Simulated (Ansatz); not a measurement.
Worked example: CH2F2O + C3H8Mg → CH3FO + C3H7FMg

Species: CH2F2O `OC(F)F`, singlet; C3H8Mg `C[CH](C)[MgH]`, singlet; CH3FO `OCF`, singlet; C3H7FMg `C[CH](C)[Mg][F]`, singlet. The partners trade F for H: C–F and Mg–H bonds give way to C–H and Mg–F.

Shapes, held fixed at every level: PBE0-D4/def2-TZVP. Flexible molecules stand in one conformer, not always the lowest. Programs: Ansatz 0.2.0. The zero-point and thermal change to 298 K, harmonic and unscaled (PBE0-D4/def2-TZVP), is +14.0 kJ/mol.

At CCSD(T)/def2-TZVPP; 1 Eh = 2625.50 kJ/mol:

```
species  energy (Eh)
 CH2F2O  -313.862338
 C3H8Mg  -318.689967
  CH3FO  -214.704475
C3H7FMg  -417.923966
```

Problem. Work out ΔH(298 K) of the reaction at this level.

Solution. 
1. Products less reactants: (-214.704475) + (-417.923966) − [(-313.862338) + (-318.689967)] = -0.076136 Eh = -199.9 kJ/mol.
2. With the thermal change: -199.9 + (+14.0) = -185.9 kJ/mol.

Other levels give -192.8 (MP2/def2-SVP) to -162.5 kJ/mol (SPW92/def2-TZVPP). No measured value is set beside it here. Correlated rows may include outer-core shells of Mg, which these sets cover unevenly.
